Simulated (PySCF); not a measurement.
# Structure from 2D NMR

Compound of formula C₇H₇Cl₃. Correlations simulated from computed shifts and the bond graph:

HSQC (one-bond C–H):
```tsv
δH	δC
7.33	141.2
6.63	141.0
6.48	141.3
6.19	134.5
6.16	86.3
5.83	131.4
5.79	131.4
```

COSY cross peaks (H two or three bonds apart, from the bond graph; peaks can be absent where the dihedral angle is near 90°):
```tsv
δH	δH
7.33	6.48
7.33	5.83
7.33	5.79
6.63	6.19
6.63	6.16
5.83	5.79
```

HMBC (two and three bonds, from the bond graph):
```tsv
δH	δC
7.33	142.2, 141.3, 131.4
6.63	142.2, 134.5, 86.3
6.48	142.2, 141.2, 134.5, 131.4
6.19	142.2, 141.3, 141.0, 86.3
6.16	141.0, 134.5
5.83	141.3, 141.2
5.79	141.3, 141.2
```

Carbons without hydrogens: δ 142.2.

- shieldings: GIAO PBE0/pcSseg-1
- GFN2-xTB structure
- run in PySCF
- single conformer, no solvent model, averaged over atoms made equivalent by symmetry, fast rotation or ring inversion, non-relativistic

Scale: TMS for 1H (31.72 ppm) and 13C (186.93 ppm) (reference shieldings calculated alike).

Exchangeable hydrogens are left out of these lists.

Which molecule is this?

Results:

SMILES C=C/C=C(Cl)/C=C/C(Cl)Cl.

Atoms are numbered as in `[CH2:1]=[CH:2]/[CH:3]=[C:4]([Cl:5])/[CH:6]=[CH:7]/[CH:8]([Cl:9])[Cl:10]`; H(Xn) means a hydrogen on atom n. Ha(C1) is cis to C3; Hb(C1) is trans to C3.

- δC 142.2 is C4, a fully substituted alkene carbon.
- δC 141.3 is C3, an alkene CH (δH 6.48).
- δC 141.2 is C2, an alkene CH (δH 7.33).
- δC 141.0 is C7, an alkene CH (δH 6.63).
- δC 134.5 is C6, an alkene CH (δH 6.19).
- δC 131.4 is C1, a terminal =CH2 carbon (δH 5.79, 5.83).
- δC 86.3 is C8, an allylic sp3 CH bonded to 2 Cl (δH 6.16).
- HMBC from δH 7.33 reaches the proton-free carbon C4.
- HMBC from δH 6.63 reaches the proton-free carbon C4.
- HMBC from δH 6.48 reaches the proton-free carbon C4.
- HMBC from δH 6.19 reaches the proton-free carbon C4.
- COSY links 7.33–6.48, 7.33–5.83, 7.33–5.79, 6.63–6.19, 6.63–6.16, 5.83–5.79.

The data come from this structure; uniqueness wasn't tested.

Carbons that carry Cl, above all several Cl atoms, come out too deshielded, partly because spin–orbit coupling is missing. Shifts are as computed. Against solution values, carbons near 30 ppm lie about +3 ppm off and those near 130 ppm about +5 ppm; carbons on Cl a further +6 ppm. Of 1211 compounds with measured shifts, 218 miss one by over three times the rms of a fit or turn the order of signals round; such compounds aren't used in these exercises.
